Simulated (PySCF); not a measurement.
Members of one series of related molecules.

All values: PBE0/pcSseg-1 (PySCF) at GFN2-xTB geometries, gas phase, one conformer each.

Question: Rank by the lowest IAO charge on any atom, highest value first.
A. `CCC/C=C/C(C#N)=C/[SiH3]`
B. `CC#C/C=C/C(C#N)=C\[SiH3]`
C. `C(#N)C(/C=C\C1CC1)=C\[SiH3]`
D. `N#CC(/C=C\SC)=C/[SiH3]`

Answer: C (-0.399 e), A (-0.417 e), B (-0.437 e), D (-0.508 e).

Question: Rank by dipole moment, highest first.
A. `[N:1]#[C:2][C:3](/[CH:4]=[CH:5]\[F:6])=[CH:7]/[SiH3:8]` with C2–C3–C4–C5 -3°
B. `[CH2:1]=[CH:2][CH2:3]/[CH:4]=[CH:5]/[C:6]([C:7]#[N:8])=[CH:9]\[SiH3:10]` with C1–C2–C3–C4 -123°, C2–C3–C4–C5 117°, C4–C5–C6–C7 2°
C. `[CH3:1][C:2]#[C:3]/[CH:4]=[CH:5]/[C:6]([C:7]#[N:8])=[CH:9]\[SiH3:10]` with C4–C5–C6–C7 1°
D. `[N:1]#[C:2][C:3](/[CH:4]=[CH:5]\[CH:6]1[CH2:7][CH2:8]1)=[CH:9]\[SiH3:10]` with C2–C3–C4–C5 1°, C4–C5–C6–C7 148°

Answer: A (4.83 D), C (4.38 D), B (3.59 D), D (3.28 D).

All values together:

```json
{"SMILES": "C=C/C(C#N)=C/[SiH3]", "change": "parent", "formula": "C5H7NSi", "μ (D)": "3.52", "HOMO (eV)": "-7.52", "LUMO (eV)": "-2.10", "lowest IAO charge (e)": "-0.392 (C)", "highest IAO charge (e)": "+0.612 (Si)", "lowest Hirshfeld charge (e)": "-0.204 (N)", "highest Hirshfeld charge (e)": "+0.321 (Si)"}
{"SMILES": "N#CC(/C=C\\C1CC1)=C\\[SiH3]", "change": "H on C replaced by cPr", "formula": "C8H11NSi", "μ (D)": "3.28", "HOMO (eV)": "-6.81", "LUMO (eV)": "-2.03", "lowest IAO charge (e)": "-0.399 (C)", "highest IAO charge (e)": "+0.604 (Si)", "lowest Hirshfeld charge (e)": "-0.197 (N)", "highest Hirshfeld charge (e)": "+0.309 (Si)"}
{"SMILES": "CCC/C=C/C(C#N)=C/[SiH3]", "change": "H on C replaced by nPr", "formula": "C8H13NSi", "μ (D)": "3.71", "HOMO (eV)": "-7.14", "LUMO (eV)": "-1.91", "lowest IAO charge (e)": "-0.417 (C)", "highest IAO charge (e)": "+0.611 (Si)", "lowest Hirshfeld charge (e)": "-0.208 (N)", "highest Hirshfeld charge (e)": "+0.317 (Si)"}
{"SMILES": "C=CC/C=C/C(C#N)=C\\[SiH3]", "change": "H on C replaced by allyl", "formula": "C8H11NSi", "μ (D)": "3.59", "HOMO (eV)": "-7.27", "LUMO (eV)": "-2.12", "lowest IAO charge (e)": "-0.406 (C)", "highest IAO charge (e)": "+0.594 (Si)", "lowest Hirshfeld charge (e)": "-0.215 (N)", "highest Hirshfeld charge (e)": "+0.319 (Si)"}
{"SMILES": "CC#C/C=C/C(C#N)=C\\[SiH3]", "change": "H on C replaced by propynyl", "formula": "C8H9NSi", "μ (D)": "4.38", "HOMO (eV)": "-6.84", "LUMO (eV)": "-2.43", "lowest IAO charge (e)": "-0.437 (C)", "highest IAO charge (e)": "+0.595 (Si)", "lowest Hirshfeld charge (e)": "-0.212 (N)", "highest Hirshfeld charge (e)": "+0.320 (Si)"}
{"SMILES": "N#CC(/C=C\\F)=C/[SiH3]", "change": "H on C replaced by F", "formula": "C5H6FNSi", "μ (D)": "4.83", "HOMO (eV)": "-7.48", "LUMO (eV)": "-2.29", "lowest IAO charge (e)": "-0.397 (C)", "highest IAO charge (e)": "+0.593 (Si)", "lowest Hirshfeld charge (e)": "-0.213 (N)", "highest Hirshfeld charge (e)": "+0.322 (Si)"}
{"SMILES": "CS/C=C\\C(C#N)=C/[SiH3]", "change": "H on C replaced by SCH3", "formula": "C6H9NSSi", "μ (D)": "4.37", "HOMO (eV)": "-6.34", "LUMO (eV)": "-2.12", "lowest IAO charge (e)": "-0.508 (C)", "highest IAO charge (e)": "+0.593 (Si)", "lowest Hirshfeld charge (e)": "-0.209 (N)", "highest Hirshfeld charge (e)": "+0.315 (Si)"}
```

Conformers: `[CH2:1]=[CH:2]/[C:3]([C:4]#[N:5])=[CH:6]/[SiH3:7]` with C1–C2–C3–C4 0°; `[N:1]#[C:2][C:3](/[CH:4]=[CH:5]\[CH:6]1[CH2:7][CH2:8]1)=[CH:9]\[SiH3:10]` with C2–C3–C4–C5 1°, C4–C5–C6–C7 148°; `[CH3:1][CH2:2][CH2:3]/[CH:4]=[CH:5]/[C:6]([C:7]#[N:8])=[CH:9]/[SiH3:10]` with C1–C2–C3–C4 177°, C2–C3–C4–C5 117°, C4–C5–C6–C7 -2°; `[CH2:1]=[CH:2][CH2:3]/[CH:4]=[CH:5]/[C:6]([C:7]#[N:8])=[CH:9]\[SiH3:10]` with C1–C2–C3–C4 -123°, C2–C3–C4–C5 117°, C4–C5–C6–C7 2°; `[CH3:1][C:2]#[C:3]/[CH:4]=[CH:5]/[C:6]([C:7]#[N:8])=[CH:9]\[SiH3:10]` with C4–C5–C6–C7 1°; `[N:1]#[C:2][C:3](/[CH:4]=[CH:5]\[F:6])=[CH:7]/[SiH3:8]` with C2–C3–C4–C5 -3°; `[CH3:1][S:2]/[CH:3]=[CH:4]\[C:5]([C:6]#[N:7])=[CH:8]/[SiH3:9]` with C1–S2–C3–C4 180°, C3–C4–C5–C6 -1°.

Question: Give the shifts from the parent, `C=C/C(C#N)=C/[SiH3]`.

Answer: 
```
                   SMILES  change in μ (D)  change in HOMO (eV)  change in LUMO (eV)
N#CC(/C=C\C1CC1)=C\[SiH3]            -0.24                +0.71                +0.07
  CCC/C=C/C(C#N)=C/[SiH3]            +0.19                +0.38                +0.19
 C=CC/C=C/C(C#N)=C\[SiH3]            +0.07                +0.25                -0.02
 CC#C/C=C/C(C#N)=C\[SiH3]            +0.86                +0.68                -0.33
    N#CC(/C=C\F)=C/[SiH3]            +1.31                +0.04                -0.19
   CS/C=C\C(C#N)=C/[SiH3]            +0.85                +1.18                -0.02
```
